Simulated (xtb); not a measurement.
Si(Cl)(H)2(NCO) (CH2ClNOSi), SMILES O=C=N[SiH2]Cl. All values are semi-empirical tight-binding results from xtb (GFN2-xTB unless named), good for trends rather than for accurate numbers. Coordinates come from a GFN2-xTB optimisation. Other conformers were not sampled.

Optimised geometry:

Bonds (Å): Si1–Cl2 2.005, Si1–N3 1.718, Si1–H6 1.455, Si1–H7 1.453, N3–C4 1.188, C4–O5 1.154. Angles (°): Cl2–Si1–N3 109.3, Cl2–Si1–H6 110.0, Cl2–Si1–H7 110.6, N3–Si1–H6 106.9, N3–Si1–H7 104.1, H6–Si1–H7 115.5, Si1–N3–C4 159.2, N3–C4–O5 176.0.
Charge 0, spin multiplicity 1.

**Question.** Estimate the properties. (An estimate is asked for; the answer gives what the named calculation found.)

**Answer.** 
```yaml
orbital_gap: 5.59 eV
dipole_moment: 2.35 D
zero_point_energy: 19.6 kcal/mol
G − E(el) at 298.15 K (modified RRHO): -0.2 kcal/mol
static polarisability (D4 model): 63.1 bohr³
solvation energy, GFN2-xTB/ALPB(water): -0.2 kcal/mol
solvation energy, GFN2-xTB/ALPB(dmf): -5.1 kcal/mol
```

Computed atomic charges and the Wiberg bond orders between heavy atoms:
charges (e) Si1 0.52, Cl2 -0.22, N3 -0.29, C4 0.33, O5 -0.26, H6 -0.05, H7 -0.04. Bond orders Si1–Cl2 1.13, Si1–N3 0.98, N3–C4 2.00, N3–O5 0.35, C4–O5 1.91.
